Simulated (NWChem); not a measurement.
Everything below was run with NWChem. System: AlN, charge 1, spin multiplicity 4, at the geometry of a parent with another charge or spin, in a state set for the comparison that need not be this species' ground state. Its SCF solution wasn't tested for a lower state. Level: UHF/def2-TZVPD.

Part of the output:

```
             Northwest Computational Chemistry Package (NWChem) 7.3.0
             --------------------------------------------------------

                                NWChem Input Module
                                -------------------

 Scaling coordinates for geometry "geometry" by  1.889725989
 (inverse scale =  0.529177249)

 Turning off AUTOSYM since
 SYMMETRY directive was detected!

                             Geometry "geometry" -> ""
                             -------------------------

 Output coordinates in angstroms (scale by  1.889725989 to convert to a.u.)

  No.       Tag          Charge          X              Y              Z
 ---- ---------------- ---------- -------------- -------------- --------------
    1 Al                  13.0000     0.00000000     0.00000000     0.62835800
    2 N                    7.0000     0.00000000     0.00000000    -1.16695100

 Effective nuclear repulsion energy (a.u.)      26.8227528849

            Nuclear Dipole moment (a.u.)
            ----------------------------
        X                 Y               Z
 ---------------- ---------------- ----------------
     0.0000000000     0.0000000000    -0.0000056692

      Symmetry information
      --------------------

 Group name             C2v
 Group number             16
 Group order               4
 No. of unique centers     2

      Symmetry unique atoms

     1    2


 Summary of "ao basis" -> "" (spherical)
 ------------------------------------------------------------------------------
       Tag                 Description            Shells   Functions and Types
 ---------------- ------------------------------  ------  ---------------------
 *                         def2-tzvpd                 on all atoms

 Summary of "ao basis" -> "ao basis" (spherical)
 ------------------------------------------------------------------------------
       Tag                 Description            Shells   Functions and Types
 ---------------- ------------------------------  ------  ---------------------
 Al                        def2-tzvpd               15       43   6s5p3d1f
 N                         def2-tzvpd               13       37   6s3p3d1f

                                 NWChem SCF Module
                                 -----------------

  ao basis        = "ao basis"
  functions       =    80
  atoms           =     2
  alpha electrons =    11
  beta  electrons =     8
  charge          =   1.00
  wavefunction    = UHF
  use symmetry    = T
  symmetry adapt  = T

 Summary of "ao basis" -> "ao basis" (spherical)
 ------------------------------------------------------------------------------
       Tag                 Description            Shells   Functions and Types
 ---------------- ------------------------------  ------  ---------------------
 Al                        def2-tzvpd               15       43   6s5p3d1f
 N                         def2-tzvpd               13       37   6s3p3d1f

      Symmetry analysis of basis
      --------------------------

        a1         36
        a2          8
        b1         18
        b2         18

 Forming initial guess at       0.1s

   Symmetry analysis of molecular orbitals - initial alpha
   -------------------------------------------------------

  Numbering of irreducible representations:

     1 a1          2 a2          3 b1          4 b2

  Orbital symmetries:

     1 a1          2 a1          3 a1          4 b2          5 b1
     6 a1          7 a1          8 a1          9 b2         10 b1
    11 a1         12 b1         13 b2         14 a1         15 a1
    16 a1         17 a2         18 b2         19 b1         20 a1
    21 b2

   Symmetry analysis of molecular orbitals - initial beta
   ------------------------------------------------------

  Numbering of irreducible representations:

     1 a1          2 a2          3 b1          4 b2

  Orbital symmetries:

     1 a1          2 a1          3 a1          4 b2          5 b1
     6 a1          7 a1          8 a1          9 a1         10 b2
    11 b1         12 b2         13 b1         14 a1         15 a1
    16 a2         17 a1         18 b2         19 b1         20 a1
    21 b2

 Starting SCF solution at       0.1s
[...]
 Vector   11  Occ=1.000000D+00  E=-6.342435D-01  Symmetry=a1
              MO Center=  3.7D-16,  5.9D-16,  1.0D+00, r^2= 2.1D+00
   Bfn.  Coefficient  Atom+Function         Bfn.  Coefficient  Atom+Function
  ----- ------------  ---------------      ----- ------------  ---------------
     4      0.676719  1 Al s                 18      0.359596  1 Al pz
     5      0.343139  1 Al s                  3     -0.311421  1 Al s
    52     -0.170962  2 N  pz                55     -0.162048  2 N  pz

 Vector   12  Occ=0.000000D+00  E=-1.918219D-01  Symmetry=b1
              MO Center= -1.1D-15, -4.3D-16,  8.8D-01, r^2= 3.9D+00
   Bfn.  Coefficient  Atom+Function         Bfn.  Coefficient  Atom+Function
  ----- ------------  ---------------      ----- ------------  ---------------
    19      0.654742  1 Al px                16      0.463050  1 Al px

 Vector   13  Occ=0.000000D+00  E=-1.918219D-01  Symmetry=b2
              MO Center= -4.6D-16, -1.5D-15,  8.8D-01, r^2= 3.9D+00
   Bfn.  Coefficient  Atom+Function         Bfn.  Coefficient  Atom+Function
  ----- ------------  ---------------      ----- ------------  ---------------
    20      0.654742  1 Al py                17      0.463050  1 Al py

 Vector   14  Occ=0.000000D+00  E=-1.132655D-01  Symmetry=a1
              MO Center= -2.9D-15, -2.0D-15,  3.9D-01, r^2= 7.1D+00
   Bfn.  Coefficient  Atom+Function         Bfn.  Coefficient  Atom+Function
  ----- ------------  ---------------      ----- ------------  ---------------
     6      0.671248  1 Al s                 21     -0.648049  1 Al pz
    48     -0.444952  2 N  s                 49      0.329163  2 N  s
    34     -0.272987  1 Al d  0              18     -0.213408  1 Al pz
     5     -0.180620  1 Al s

                     UHF Final Beta Molecular Orbital Analysis
                     -----------------------------------------

 Vector    6  Occ=1.000000D+00  E=-3.519770D+00  Symmetry=a1
              MO Center= -1.7D-17, -1.7D-17,  6.3D-01, r^2= 1.3D-01
   Bfn.  Coefficient  Atom+Function         Bfn.  Coefficient  Atom+Function
  ----- ------------  ---------------      ----- ------------  ---------------
     9      0.547885  1 Al pz                12      0.411169  1 Al pz
    15      0.195467  1 Al pz

 Vector    7  Occ=1.000000D+00  E=-1.094970D+00  Symmetry=a1
              MO Center=  1.7D-15,  3.6D-16, -9.3D-01, r^2= 7.3D-01
   Bfn.  Coefficient  Atom+Function         Bfn.  Coefficient  Atom+Function
  ----- ------------  ---------------      ----- ------------  ---------------
    47      0.475049  2 N  s                 46      0.324950  2 N  s
     4      0.258315  1 Al s                 45     -0.222364  2 N  s

 Vector    8  Occ=1.000000D+00  E=-6.319213D-01  Symmetry=a1
              MO Center=  1.9D-19,  3.0D-19, -5.5D-01, r^2= 2.1D+00
   Bfn.  Coefficient  Atom+Function         Bfn.  Coefficient  Atom+Function
  ----- ------------  ---------------      ----- ------------  ---------------
     4      0.645600  1 Al s                  3     -0.299989  1 Al s
     5      0.250233  1 Al s                 52      0.249513  2 N  pz
    47     -0.232087  2 N  s                 48     -0.230585  2 N  s
    55      0.230343  2 N  pz                18     -0.173402  1 Al pz

 Vector    9  Occ=0.000000D+00  E=-2.517651D-01  Symmetry=a1
              MO Center= -2.6D-18, -1.8D-18,  6.0D-01, r^2= 3.7D+00
   Bfn.  Coefficient  Atom+Function         Bfn.  Coefficient  Atom+Function
  ----- ------------  ---------------      ----- ------------  ---------------
    18      0.315422  1 Al pz                 5      0.304612  1 Al s
    21      0.294649  1 Al pz                 4      0.269249  1 Al s
    49      0.258595  2 N  s                 52     -0.222396  2 N  pz
    55     -0.214539  2 N  pz                 3     -0.164917  1 Al s
    58     -0.165584  2 N  pz

 Vector   10  Occ=0.000000D+00  E=-2.165084D-01  Symmetry=b1
              MO Center= -1.5D-15, -4.9D-16, -9.3D-02, r^2= 3.4D+00
   Bfn.  Coefficient  Atom+Function         Bfn.  Coefficient  Atom+Function
  ----- ------------  ---------------      ----- ------------  ---------------
    19      0.496779  1 Al px                16      0.364846  1 Al px
    50      0.166929  2 N  px                53      0.159585  2 N  px

 Vector   11  Occ=0.000000D+00  E=-2.165084D-01  Symmetry=b2
              MO Center= -4.1D-16,  3.2D-17, -9.3D-02, r^2= 3.4D+00
   Bfn.  Coefficient  Atom+Function         Bfn.  Coefficient  Atom+Function
  ----- ------------  ---------------      ----- ------------  ---------------
    20      0.496779  1 Al py                17      0.364846  1 Al py
    51      0.166929  2 N  py                54      0.159585  2 N  py

 center of mass
 --------------
 x =   0.00000000 y =   0.00000000 z =   0.02827215

 moments of inertia (a.u.)
 ------------------
         106.107302652389           0.000000000000           0.000000000000
           0.000000000000         106.107302652389           0.000000000000
           0.000000000000           0.000000000000           0.000000000000

  Mulliken analysis of the total density
  --------------------------------------

    Atom       Charge   Shell Charges
 -----------   ------   -------------------------------------------------------
    1 Al  13    12.03   2.00  0.66  1.32  1.14  0.40 -0.04  2.90  2.28  0.82  0.39  0.05  0.06  0.02 -0.00  0.02
    2 N    7     6.97   0.82  1.15  0.63  1.03  0.20  0.00  1.24  1.42  0.45  0.00  0.02  0.00  0.00

  Mulliken analysis of the alpha density
  --------------------------------------

    Atom       Charge   Shell Charges
 -----------   ------   -------------------------------------------------------
    1 Al  13     6.30   1.00  0.33  0.65  0.65  0.26 -0.03  1.46  1.14  0.41  0.30  0.05  0.05  0.02 -0.00  0.02
    2 N    7     4.70   0.41  0.57  0.34  0.53  0.08  0.02  1.11  1.24  0.38  0.00  0.01  0.01  0.00

   Mulliken analysis of the beta density
   -------------------------------------

    Atom       Charge   Shell Charges
 -----------   ------   -------------------------------------------------------
    1 Al  13     5.73   1.00  0.33  0.66  0.50  0.13 -0.00  1.45  1.14  0.41  0.09 -0.00  0.01  0.01 -0.00  0.00
    2 N    7     2.27   0.41  0.58  0.29  0.50  0.12 -0.02  0.13  0.18  0.08  0.00  0.00 -0.00  0.00

   Mulliken analysis of the spin density
   -------------------------------------

    Atom       Charge   Shell Charges
 -----------   ------   -------------------------------------------------------
    1 Al  13     0.57   0.00  0.00 -0.01  0.15  0.13 -0.03  0.01 -0.00 -0.00  0.21  0.05  0.03  0.01  0.00  0.01
    2 N    7     2.43  -0.00 -0.00  0.05  0.04 -0.04  0.03  0.98  1.06  0.30  0.00  0.01  0.01 -0.00

       Multipole analysis of the density wrt the origin
       ------------------------------------------------

     L   x y z        total         alpha         beta         nuclear
     -   - - -        -----         -----         ----         -------
     0   0 0 0      1.000000    -11.000000     -8.000000     20.000000

     1   1 0 0     -0.000000     -0.000000     -0.000000      0.000000
     1   0 1 0     -0.000000     -0.000000     -0.000000      0.000000
     1   0 0 1      1.283978      2.223485     -0.939502     -0.000006

     2   2 0 0     -8.943247     -6.184467     -2.758781      0.000000
     2   1 1 0      0.000000      0.000000      0.000000      0.000000
     2   1 0 1      0.000000     -0.000000      0.000000      0.000000
     2   0 2 0     -8.943247     -6.184467     -2.758781      0.000000
     2   0 1 1     -0.000000     -0.000000      0.000000      0.000000
     2   0 0 2     -9.874313    -39.836568    -22.408336     52.370592

 Task  times  cpu:        1.6s     wall:        1.6s

 Total times  cpu:        1.6s     wall:        1.6s
```

Question: Write an NWChem input that would produce this output.

Answer: This is not unique; one that fits is 
```
start mol
memory heap 200 mb stack 900 mb global 1100 mb
charge 1
geometry units angstroms nocenter noautoz
  Al     0.000000     0.000000     0.628358
  N      0.000000     0.000000    -1.166951
  symmetry group C2v
end
basis spherical
  * library def2-tzvpd
end
scf
  uhf
  nopen 3
  maxiter 100
  thresh 1e-7
  semidirect memsize 60000000 filesize 0
  # guess.movecs holds the orbitals of an unrestricted PBE0 run
  vectors input guess.movecs output mol.movecs
end
task scf energy
```
